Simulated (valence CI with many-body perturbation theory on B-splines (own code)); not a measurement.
The numbers below are computed, except where a source is named.
**Sensitivity of CI+MBPT for Cd¹⁶⁺**

Method: valence CI with perturbative core correlation (CI+MBPT): four valence electrons over a frozen Dirac-Fock core [Ar] 3d10, a basis of 6 s, 6 p, 5 d, 3 f, 1 g functions for each j, with the one-electron correlation potential Σ1 (screened to all orders), the two-electron term Σ2, the three-electron term Σ3, Breit, model QED; selected single and double excitations, second order for the rest, scaled by the run's own slope (own B-spline code, finite nucleus).

No measured levels were compared; by estimate levels hold to about 250 cm⁻¹ or 0.2 % of their energy and the worst to 1 %, as in measured heavy ions of charge 2 to 7; those with d or f electrons hold less well.

The reference run has the lowest level (4s^2 4p1/2^2) J=0 and an ionisation energy of 421.592 eV. Its largest variational space holds 9991 state functions.

Levels are named by their leading jj configuration (3d3/2^4 stands for four electrons in 3d with j = 3/2), which in mixed levels can hold well under half, so a name can repeat and another be missing. Letters in brackets count levels of one name in rising energy.

Changed runs:
A. size limit of the variational space 10000 → 1500; second order for the rest on → off; cutoff of virtual states (hartree) 4608 → 2640
B. hole-hole ladder in Σ2 on → off
C. screening of Σ1 on → off
D. Davidson iteration limit 60 → 3 (bad on purpose)

Excitation energies of the reference run in cm⁻¹, and shifts in cm⁻¹:

```
                     Level  Reference        A       B       C     D
    (4s^2 4p1/2 4p3/2) J=1      50564     +347     -21     +53     0
    (4s^2 4p1/2 4p3/2) J=2      65564     +471    -3.4     +57     0
        (4s^2 4p3/2^2) J=2     128470     +466    -4.6    +110     0
        (4s^2 4p3/2^2) J=0     167636     +0.8     +58    +111     0
    (4s 4p1/2^2 4p3/2) J=2     334473     +415     -94    +139     0
    (4s 4p1/2^2 4p3/2) J=1     396323     +626     -20    +137     0
(4s 4p1/2 4p3/2^2) J=2 [a]     406096     +694     -41    +160     0
    (4s 4p1/2 4p3/2^2) J=3     425279     +936     -42    +176     0
    (4s 4p1/2 4p3/2^2) J=0     458931      +85    +9.0    +177     0
(4s 4p1/2 4p3/2^2) J=1 [a]     466572     +686       0    +185  +0.1
(4s 4p1/2 4p3/2^2) J=2 [b]     472780     +910    -8.9    +186     0
(4s 4p1/2 4p3/2^2) J=1 [b]     517751     +981     +53    +171  +0.1
    Ionisation energy (eV)    421.592  -0.0031  -0.016  +0.077     0
```

Run D: The Davidson iterations stopped at their limit.
